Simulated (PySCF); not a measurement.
Trend along group 14: MMg molecules

PBE0 with double-zeta basis sets in PySCF, for the lowest determinant that a PBE0 search found; no spin–orbit coupling. De refers to high-spin ground-configuration atoms. A positive dipole means M(−)Mg(+).

```csv
M,basis,state (unpaired electrons),Re (Å),ωe (cm⁻¹),De (eV),μ (D)
Si,aug-cc-pVDZ/aug-cc-pV(D+d)Z,triplet (π ↑↑),2.555,311,1.14,3.45
Ge,cc-pVDZ/cc-pVDZ-PP,triplet (π ↑↑),2.595,253,1.04,3.11
Sn,def2-SVP,triplet (π ↑↑),2.780,219,0.92,2.97
Pb,def2-SVP,triplet (π ↑↑),2.833,202,0.85,2.55
```

By what factor does the well depth vary along the series?

At PBE0 it runs from 0.85 eV (MgPb) to 1.14 eV (MgSi), a factor of 1.34.

The rows differ in basis set, which adds steps of its own.

Down a group the atoms grow and get heavier, so bonds lengthen and wavenumbers fall; this series shows no clear exception.

These are scalar-relativistic numbers at best; spin–orbit coupling would shift them, the dissociation energy most. States were picked by a PBE0 search and need not be the measured ground states.
